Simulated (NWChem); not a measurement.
System: C$_{4}$H$_{3}$FO; SMILES Fc1ccco1

NWChem input:

```
start job
memory heap 200 mb stack 700 mb global 900 mb
geometry units angstroms noautosym nocenter noautoz
  F     -0.028809    -1.972620     0.000000
  C      0.087899    -0.672407     0.000000
  C      1.173889     0.142551     0.000000
  C      0.619702     1.466478     0.000000
  C     -0.732240     1.322066     0.000000
  O     -1.058835     0.000080     0.000000
  H      2.216865    -0.160762     0.000000
  H      1.168471     2.405927     0.000000
  H     -1.566125     2.017487     0.000000
end
basis spherical
  * library pcsseg-1
end
dft
  xc xpbe96 cpbe96
  iterations 150
end
property
  shielding
end
task dft property
```

Parts of the log:

```
             Northwest Computational Chemistry Package (NWChem) 7.3.0
             --------------------------------------------------------

                             Geometry "geometry" -> ""
                             -------------------------

 Output coordinates in angstroms (scale by  1.889725989 to convert to a.u.)

  No.       Tag          Charge          X              Y              Z
 ---- ---------------- ---------- -------------- -------------- --------------
    1 F                    9.0000    -0.02880900    -1.97262000     0.00000000
    2 C                    6.0000     0.08789900    -0.67240700     0.00000000
    3 C                    6.0000     1.17388900     0.14255100     0.00000000
    4 C                    6.0000     0.61970200     1.46647800     0.00000000
    5 C                    6.0000    -0.73224000     1.32206600     0.00000000
    6 O                    8.0000    -1.05883500     0.00008000     0.00000000
    7 H                    1.0000     2.21686500    -0.16076200     0.00000000
    8 H                    1.0000     1.16847100     2.40592700     0.00000000
    9 H                    1.0000    -1.56612500     2.01748700     0.00000000

 Effective nuclear repulsion energy (a.u.)     223.9047006404

  pbe96 is a nonlocal functional; adding pw91lda local functional.
                              NWChem Property Module
                              ----------------------

  itol2e modified to match energy
  convergence criterion.

                                 NWChem DFT Module
                                 -----------------

 Summary of "ao basis" -> "ao basis" (spherical)
 ------------------------------------------------------------------------------
       Tag                 Description            Shells   Functions and Types
 ---------------- ------------------------------  ------  ---------------------
 F                          pcsseg-1                 7       17   3s3p1d
 C                          pcsseg-1                 7       17   3s3p1d
 O                          pcsseg-1                 7       17   3s3p1d
 H                          pcsseg-1                 3        5   2s1p

  itol2e modified to match energy
  convergence criterion.

            General Information
            -------------------
          SCF calculation type: DFT
          Wavefunction type:  closed shell.
          No. of atoms     :     9
          No. of electrons :    44
           Alpha electrons :    22
            Beta electrons :    22
          Charge           :     0
          Spin multiplicity:     1
          Use of symmetry is: off; symmetry adaption is: off
          Maximum number of iterations: 150
          AO basis - number of functions:   117
                     number of shells:    51
          Convergence on energy requested:  1.00D-07
          Convergence on density requested:  1.00D-05
          Convergence on gradient requested:  5.00D-04

              XC Information
              --------------
          PerdewBurkeErnzerhof Exchange Functional  1.000
            Perdew 1991 LDA Correlation Functional  1.000 local
           PerdewBurkeErnz. Correlation Functional  1.000 non-local

             Grid Information
             ----------------
          Grid used for XC integration:  fine
          Radial quadrature: Mura-Knowles
          Angular quadrature: Lebedev.
          Tag              B.-S. Rad. Rad. Pts. Rad. Cut. Ang. Pts.
          ---              ---------- --------- --------- ---------
          F                   0.50       70          12.0       590
          C                   0.70       70          10.0       590
          O                   0.60       70          10.0       590
          H                   0.35       60          12.0       590
          Grid pruning is: on
          Number of quadrature shells:   600
          Spatial weights used:  Erf1

      Superposition of Atomic Density Guess
      -------------------------------------

 Sum of atomic energies:        -326.22262507

      Non-variational initial energy
      ------------------------------

 Total energy =    -329.758585
 1-e energy   =    -889.789140
 2-e energy   =     336.125855
 HOMO         =      -0.216172
 LUMO         =       0.047064

   convergence    iter        energy       DeltaE   RMS-Dens  Diis-err
 ---------------- ----- ----------------- --------- --------- ---------
 d= 0,ls=0.0,diis     1   -328.7480154106 -5.53D+02  1.02D-02  1.30D+00
 d= 0,ls=0.0,diis     2   -328.6269590145  1.21D-01  7.86D-03  2.37D+00
 d= 0,ls=0.0,diis     3   -328.8422909109 -2.15D-01  3.69D-03  2.09D-01
 d= 0,ls=0.0,diis     4   -328.8572600621 -1.50D-02  1.57D-03  9.88D-02
 d= 0,ls=0.0,diis     5   -328.8684550279 -1.12D-02  3.29D-04  3.94D-03
  Resetting Diis
 d= 0,ls=0.0,diis     6   -328.8686861317 -2.31D-04  1.68D-04  7.08D-04
 d= 0,ls=0.0,diis     7   -328.8687708691 -8.47D-05  1.33D-04  6.02D-05
 d= 0,ls=0.0,diis     8   -328.8687355773  3.53D-05  9.67D-05  3.40D-04
 d= 0,ls=0.0,diis     9   -328.8687777379 -4.22D-05  1.12D-05  4.32D-06
 d= 0,ls=0.0,diis    10   -328.8687781707 -4.33D-07  3.32D-06  2.94D-07
 d= 0,ls=0.0,diis    11   -328.8687782028 -3.21D-08  7.09D-07  2.63D-08

         Total DFT energy =     -328.868778202816
      One electron energy =     -893.034930918497
           Coulomb energy =      381.764441693535
    Exchange-Corr. energy =      -41.502989618261
 Nuclear repulsion energy =      223.904700640407

 Numeric. integr. density =       44.000004122030

                       DFT Final Molecular Orbital Analysis
                       ------------------------------------

 Vector   20  Occ=2.000000D+00  E=-3.434982D-01
              MO Center= -2.2D-01, -1.2D-02,  2.8D-11, r^2= 3.2D+00
   Bfn.  Coefficient  Atom+Function         Bfn.  Coefficient  Atom+Function
  ----- ------------  ---------------      ----- ------------  ---------------
     7      0.251657  1 F  px                92      0.248599  6 O  px
    10      0.225511  1 F  px                95      0.222036  6 O  px
    42      0.196496  3 C  py               113      0.195879  9 H  s
    24     -0.173982  2 C  px                58      0.159779  4 C  px
    75     -0.148754  5 C  px                 4      0.136425  1 F  px

 Vector   21  Occ=2.000000D+00  E=-2.631121D-01
              MO Center=  3.7D-01,  6.3D-01, -2.4D-10, r^2= 2.2D+00
   Bfn.  Coefficient  Atom+Function         Bfn.  Coefficient  Atom+Function
  ----- ------------  ---------------      ----- ------------  ---------------
    60      0.283552  4 C  pz                43      0.270325  3 C  pz
    94     -0.265782  6 O  pz                97     -0.262609  6 O  pz
    63      0.224265  4 C  pz                46      0.220739  3 C  pz
    91     -0.139549  6 O  pz                57      0.132101  4 C  pz
    40      0.125774  3 C  pz                77      0.087554  5 C  pz

 Vector   22  Occ=2.000000D+00  E=-2.044202D-01
              MO Center=  3.7D-02,  3.4D-01, -2.3D-11, r^2= 2.7D+00
   Bfn.  Coefficient  Atom+Function         Bfn.  Coefficient  Atom+Function
  ----- ------------  ---------------      ----- ------------  ---------------
    77     -0.304688  5 C  pz                26      0.294599  2 C  pz
    80     -0.278725  5 C  pz                46      0.211729  3 C  pz
    43      0.209418  3 C  pz                29      0.206443  2 C  pz
    12     -0.184634  1 F  pz                 9     -0.172417  1 F  pz
    60     -0.162084  4 C  pz                63     -0.150501  4 C  pz

[...]

          -----------------------------------------
          Chemical Shielding Tensors (GIAO, in ppm)
          -----------------------------------------

                                NWChem CPHF Module
                                ------------------

  scftype          =     RHF
  nclosed          =       22
  nopen            =        0
  variables        =     2090
  # of vectors     =        3
  tolerance        = 0.10D-03
  level shift      = 0.00D+00
  max iterations   =       50
  max subspace     =       30

 SCF residual:    3.1388914506455790E-005

Iterative solution of linear equations
  No. of variables     2090
  No. of equations        3
  Maximum subspace       30
        Iterations       50
       Convergence  1.0D-04

   iter   nsub   residual    time
   ----  ------  --------  ---------
     1      3    1.03D-05     133.6

      Atom:    1  F
        Diamagnetic
    464.3448      0.5596      0.0000
      0.5596    493.0278     -0.0000
      0.0000     -0.0000    464.8587

        Paramagnetic
   -270.8387     14.2996      0.0000
     14.2996   -202.2182     -0.0000
      0.0000     -0.0000   -109.8702

        Total Shielding Tensor
    193.5061     14.8592      0.0000
     14.8592    290.8096     -0.0000
      0.0000     -0.0000    354.9885

           isotropic =     279.7681
          anisotropy =     112.8306

          Principal Components and Axis System
                 1           2           3
              354.9885    293.0282    191.2875

      1         0.0000      0.1477      0.9890
      2        -0.0000      0.9890     -0.1477
      3         1.0000      0.0000     -0.0000

      Atom:    2  C
        Diamagnetic
    257.0742      0.0606     -0.0000
      0.0606    263.8351      0.0000
     -0.0000      0.0000    225.0870

        Paramagnetic
   -226.7273     31.4101      0.0000
     31.4101   -291.1380      0.0000
      0.0000      0.0000   -179.1222

        Total Shielding Tensor
     30.3469     31.4707      0.0000
     31.4707    -27.3029      0.0000
      0.0000      0.0000     45.9647

           isotropic =      16.3362
          anisotropy =      44.4427

          Principal Components and Axis System
                 1           2           3
               45.9647     44.1985    -41.1545

      1         0.0000      0.9153     -0.4028
      2         0.0000      0.4028      0.9153
      3         1.0000     -0.0000      0.0000

      Atom:    3  C
        Diamagnetic
    258.6732      0.0086     -0.0000
      0.0086    266.1465      0.0000
     -0.0000      0.0000    234.6812

        Paramagnetic
   -201.3538     15.7419      0.0000
     15.7419   -196.9193      0.0000
      0.0000      0.0000    -73.8605

        Total Shielding Tensor
     57.3194     15.7505      0.0000
     15.7505     69.2273      0.0000
      0.0000      0.0000    160.8206

           isotropic =      95.7891
          anisotropy =      97.5473

          Principal Components and Axis System
                 1           2           3
              160.8206     80.1116     46.4351

      1         0.0000      0.5685      0.8227
      2         0.0000      0.8227     -0.5685
      3         1.0000     -0.0000     -0.0000

      Atom:    4  C
        Diamagnetic
    260.7277     -2.8522     -0.0000
     -2.8522    260.3294      0.0000
     -0.0000      0.0000    232.6466

        Paramagnetic
   -204.4227    -14.2682     -0.0000
    -14.2682   -273.8789     -0.0000
     -0.0000     -0.0000    -80.2257

        Total Shielding Tensor
     56.3051    -17.1204     -0.0000
    -17.1204    -13.5495      0.0000
     -0.0000      0.0000    152.4209

           isotropic =      65.0588
          anisotropy =     131.0431

          Principal Components and Axis System
                 1           2           3
              152.4209     60.2754    -17.5198

      1        -0.0000      0.9741      0.2259
      2         0.0000     -0.2259      0.9741
      3         1.0000      0.0000      0.0000

      Atom:    5  C
        Diamagnetic
    259.4412      2.3707     -0.0000
      2.3707    262.6886      0.0000
     -0.0000      0.0000    230.8061

        Paramagnetic
   -203.5239     22.0622      0.0000
     22.0622   -276.2821      0.0000
      0.0000      0.0000   -128.3713

        Total Shielding Tensor
     55.9173     24.4329      0.0000
     24.4329    -13.5935      0.0000
      0.0000      0.0000    102.4348

           isotropic =      48.2529
          anisotropy =      81.2728

          Principal Components and Axis System
                 1           2           3
              102.4348     63.6461    -21.3223

      1         0.0000      0.9534     -0.3016
      2         0.0000      0.3016      0.9534
      3         1.0000     -0.0000     -0.0000

      Atom:    6  O
        Diamagnetic
    396.3664     -8.5623     -0.0000
     -8.5623    411.6451      0.0000
     -0.0000      0.0000    380.9988

        Paramagnetic
   -393.7937     17.2585      0.0000
     17.2585   -497.4802      0.0000
      0.0000      0.0000   -176.0274

        Total Shielding Tensor
      2.5727      8.6962     -0.0000
      8.6962    -85.8352      0.0000
     -0.0000      0.0000    204.9714

           isotropic =      40.5697
          anisotropy =     246.6026

          Principal Components and Axis System
                 1           2           3
              204.9714    -86.6825      3.4200

      1        -0.0000     -0.0970      0.9953
      2         0.0000      0.9953      0.0970
      3         1.0000     -0.0000      0.0000

      Atom:    7  H
        Diamagnetic
     40.6352     -3.6280     -0.0000
     -3.6280     27.8459      0.0000
     -0.0000      0.0000     22.3471

        Paramagnetic
    -12.4361      3.4627      0.0000
      3.4627     -1.7102     -0.0000
      0.0000     -0.0000      0.7317

        Total Shielding Tensor
     28.1990     -0.1653      0.0000
     -0.1653     26.1357     -0.0000
      0.0000     -0.0000     23.0788

           isotropic =      25.8045
          anisotropy =       3.6115

          Principal Components and Axis System
                 1           2           3
               28.2122     26.1225     23.0788

      1         0.9968      0.0793     -0.0000
      2        -0.0793      0.9968      0.0000
      3         0.0000     -0.0000      1.0000

      Atom:    8  H
        Diamagnetic
     29.7248      6.6163     -0.0000
      6.6163     38.1131      0.0000
     -0.0000      0.0000     22.6099

        Paramagnetic
     -4.1036     -6.2164      0.0000
     -6.2164    -12.3845     -0.0000
      0.0000     -0.0000      0.6591

        Total Shielding Tensor
     25.6212      0.3999     -0.0000
      0.3999     25.7286      0.0000
     -0.0000      0.0000     23.2690

           isotropic =      24.8729
          anisotropy =       1.8081

          Principal Components and Axis System
                 1           2           3
               26.0783     25.2714     23.2690

      1         0.6584      0.7527      0.0000
      2         0.7527     -0.6584     -0.0000
      3        -0.0000     -0.0000      1.0000

      Atom:    9  H
        Diamagnetic
     33.6682     -8.2577     -0.0000
     -8.2577     34.1071      0.0000
     -0.0000      0.0000     21.7353

        Paramagnetic
     -7.7081      7.4519      0.0000
      7.4519     -8.1745     -0.0000
      0.0000     -0.0000     -0.1258

        Total Shielding Tensor
     25.9600     -0.8058     -0.0000
     -0.8058     25.9326      0.0000
     -0.0000      0.0000     21.6095

           isotropic =      24.5007
          anisotropy =       3.3773

          Principal Components and Axis System
                 1           2           3
               26.7522     25.1404     21.6095

      1         0.7131      0.7011      0.0000
      2        -0.7011      0.7131     -0.0000
      3        -0.0000     -0.0000      1.0000
```

Level: PBE/pcSseg-1, GIAO. Structure relaxed at the PBE0/def2-SVP level. The printed shielding anisotropy is the first printed principal value minus the mean of the other two.
